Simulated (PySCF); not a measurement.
Gas-phase reaction: 4 ZnCH3 + C4H8 (cyclic) → 4 ZnH2 + 2 C4H6 (butadiene). Level: PBE0/def2-QZVP†; standard pressure 1 bar.

Energies from PySCF, thermal terms from the rigid-rotor harmonic-oscillator model, ideal gas at 1 bar. † marks an energy on the PBE0/def2-TZVP geometry and frequencies. Open shells (unrestricted): ZnCH3 (multiplicity 2); the rest are closed-shell singlets. Zn: all electrons, no relativistic terms. ZnCH3, ZnH2: computed as isolated molecules; such fragments, hydroxides, amides, oligomers or adducts are transient or little studied in the gas. The harmonic model lacks anharmonicity and excited electronic states, which grow with temperature; levels with a mode under 35 cm⁻¹ are left out. Internal rotation in C4H6 (butadiene) is treated as a harmonic vibration of one conformer, which makes the entropy rough.

```tsv
T (K)	1000/T (1/K)	log10 K
600	1.6667	3.01
800	1.2500	3.57
1000	1.0000	3.99
1200	0.8333	?
1400	0.7143	4.58
1600	0.6250	4.79
```

**Question.** Fit log10 K = a + b·(1000/T) to the five rows, get the mean ΔH° and ΔS°, and predict log10 K at 1200 K.

**Answer.** Means: 1000/T = 1.0512, log10 K = 3.988. Sums of products about the means: Sxy = -1.22642, Sxx = 0.716131, so b = Sxy/Sxx = -1.71 and a = 3.988 − (-1.71)×1.0512 = 5.79.
ΔH° = −R ln 10 × 1000 K × b = −19.145 × (-1.71) = 33 kJ; ΔS° = R ln 10 × a = 111 J/K. The run's own values go from 23 kJ and 96 J/K at 600 K to 49 kJ and 122 J/K at 1600 K.
Prediction at 1200 K: 5.79 + (-1.71)×0.8333 = 4.37. The computed value is 4.31, 0.06 from the line.
For scale, ΔH°(298 K) is 14 kJ at this level, -55 kJ at ωB97M-V/def2-TZVP†, and runs from -465 to 145 kJ over the 19 levels computed.
